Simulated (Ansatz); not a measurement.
Basis-set extrapolation for `[O][Si](O)(O)O` radical (PBE0-D4/def2-TZVP geometry, frozen core, Ansatz). Multiplicity 2, UHF reference.

|  | def2-TZVPP | def2-QZVPP |
| --- | --- | --- |
| HF | -590.458054 | -590.482434 |
| MP2 correlation | -1.012043 | -1.098956 |
| CCSD(T) correlation | -1.068149 | not run |

Energies in hartree. Use E(X) = E(∞) + A·exp(−7.88·√X) for Hartree–Fock and E(X) = E(∞) + B·X^(−2.97) for correlation, with X = 3 and 4, and add CCSD(T) minus MP2 of the smaller set to the MP2 limit.

Problem. What is the CCSD(T) energy at the basis-set limit?

Solution. HF limit: -590.482434 + (-0.024380) × 0.13774 = -590.48579. MP2 limit: -1.098956 + (-0.086913) × 0.74074 = -1.16334. Higher-order term: -1.068149 − (-1.012043) = -0.05611. Total: -591.70524 hartree, 112.3 kcal/mol below CCSD(T)/def2-TZVPP.
